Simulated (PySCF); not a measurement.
Nuclear quadrupole coupling in `C=C/C([SiH2][SiH2]N)=C(\[SiH3])Cl`

Compound: C₄H₁₂ClNSi₃.
Numbering: `[CH2:1]=[CH:2]/[C:3]([SiH2:4][SiH2:5][NH2:6])=[C:7](\[SiH3:8])[Cl:9]` (hydrogens: H10, H11 on C1; H12 on C2; H13, H14 on Si4; H15, H16 on Si5; H17, H18 on N6; H19, H20, H21 on Si8)

Cartesian coordinates in Å at the GFN2-xTB level; atoms count from 1:
```
atom  x, y, z in Å
C1    -1.3817   -1.3597    1.6242
C2    -1.6577   -0.9120    0.4072
C3    -0.8757    0.0911   -0.2988
Si4   -0.2365   -0.3673   -2.0314
Si5    2.0260   -0.8057   -1.9331
N6     2.4963   -0.6329   -0.2822
C7    -0.5473    1.2450    0.2850
Si8   -1.0426    1.9799    1.9547
Cl9    0.4852    2.3349   -0.6171
H10   -1.9651   -2.1344    2.0920
H11   -0.5422   -0.9818    2.1832
H12   -2.4690   -1.3470   -0.1631
H13   -0.6286    0.7236   -2.9358
H14   -1.0468   -1.5236   -2.4490
H15    2.7828    0.0400   -2.8780
H16    2.3915   -2.1912   -2.2478
H17    3.4396   -0.8666   -0.0161
H18    2.2032    0.1909    0.2186
H19    0.0867    1.8076    2.8746
H20   -1.2877    3.4073    1.7454
H21   -2.2393    1.3189    2.4671
```

Field gradients from the PBE0/pcSseg-1 density (PySCF, non-relativistic), principal values in atomic units, ordered |Vxx| ≤ |Vyy| ≤ |Vzz|:

```json
{"atom": "N6", "Vxx": "0.3515", "Vyy": "0.5965", "Vzz": "-0.9480"}
{"atom": "Cl9", "Vxx": "-1.6017", "Vyy": "-1.9131", "Vzz": "3.5147"}
```

Question: Find the asymmetry η = (Vxx − Vyy)/Vzz and the couplings χ = eQV/h (234.96 MHz × Q in barn × V in au), with Q(14N) = 0.02044 b, Q(35Cl) = −0.0817 b.

Answer: 
```tsv
atom	environment	nucleus	η	χzz (MHz)	χxx (MHz)	χyy (MHz)
N6	silicon-bound nitrogen	14N	0.26	-4.553	1.688	2.865
Cl9	vinyl chlorine	35Cl	0.09	-67.47	30.75	36.72
```

Question: What is Vzz at N6 in SI units (1 au = 9.71736 × 10²¹ V/m²)?

Answer: -0.9480 au = -9.212 × 10²¹ V/m².

Question: And the gradient at the other heavy atoms, for which no coupling is worked out here?

Answer: 
| atom | environment | Vzz (au) | η |
| --- | --- | --- | --- |
| C1 | terminal =CH2 carbon | 0.322 | 0.31 |
| C2 | alkene CH carbon | 0.309 | 0.54 |
| C3 | fully substituted alkene carbon | 0.336 | 0.20 |
| Si4 | SiH2 silicon | 0.265 | 0.59 |
| Si5 | SiH2 silicon | 0.207 | 0.43 |
| C7 | vinylic C–Cl carbon | -0.433 | 0.75 |
| Si8 | SiH3 silicon | 0.295 | 0.15 |

Were the hydrogens deuterons (Q(2H) = 0.00286 b), χzz would run from 102 kHz (H15) to 288 kHz (H17).

The structure is a single GFN2-xTB conformer in the gas phase; no vibrational or solvent corrections. GFN2-xTB bond lengths can be off by several hundredths of an ångström, more for odd bonds, and the gradients follow them. The small basis limits the accuracy of the gradients.
